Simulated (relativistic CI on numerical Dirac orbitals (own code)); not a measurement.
**Ag²¹⁺: q coefficients and field-shift factors**

Calculated at this level of theory: Dirac-Coulomb-Breit CI, separate exchange-only KLI orbitals for each configuration, derivatives by finite differences, unscaled Slater integrals, QED left out (own radial code, finite nucleus).

Configurations in the expansion (outside the closed core [Ne]): 3s2 3p6 3d8, 3s2 3p5 3d9, 3s2 3p4 3d10, 3s 3p6 3d9, 3p6 3d10, 3s 3p5 3d10, 3s2 3p6 3d7 4s, 3s2 3p6 3d7 4p. Levels of other configurations are missing.

With x = (α/α₀)² − 1 an excitation energy changes as ω = ω₀ + qx; K = 2q/ω₀ is the relative enhancement. Terms are leading LS components, so labels can repeat. The field-shift factor is F = δν/δ⟨r²⟩ for the transition from the lowest level.

Lowest level 3s2 3p6 3d8 3F_4.

| Level | ω₀ (cm⁻¹) | q (cm⁻¹) | K | F (GHz/fm²) |
| --- | --- | --- | --- | --- |
| 3s2 3p6 3d8 1D_2 | 36804 | 4730 | 0.257 | 0.043 |
| 3s2 3p6 3d8 3F_3 | 46574 | 48870 | 2.1 | 0.359 |
| 3s2 3p6 3d8 3P_2 | 80951 | 52460 | 1.3 | 0.437 |
| 3s2 3p6 3d8 3P_0 | 94538 | 21110 | 0.447 | 0.276 |
| 3s2 3p6 3d8 3P_1 | 105594 | 50330 | 0.953 | 0.462 |
| 3s2 3p6 3d8 1G_4 | 119135 | 43780 | 0.735 | 0.461 |
| 3s2 3p6 3d8 1D_2 | 126212 | 90360 | 1.43 | 0.679 |
| 3s2 3p6 3d8 1S_0 | 241047 | 80150 | 0.665 | 0.834 |
| 3s2 3p5 3d9 3F°_4 | 1553444 | 69340 | 0.0893 | 3.42 |
| 3s2 3p5 3d9 1D°_2 | 1587674 | 81340 | 0.102 | 3.41 |
| 3s2 3p5 3d9 3F°_3 | 1633508 | 108200 | 0.132 | 3.5 |
| 3s2 3p5 3d9 3D°_2 | 1680328 | 118300 | 0.141 | 3.68 |
| 3s2 3p5 3d9 3P°_1 | 1686711 | 102400 | 0.121 | 3.36 |

At this charge energies of transitions that change n are usually good to better than 1 %, and those within a shell (Δn = 0) to a few per cent. Terms inside the open d or f shell come out 10 to 20 % too wide with unscaled integrals.
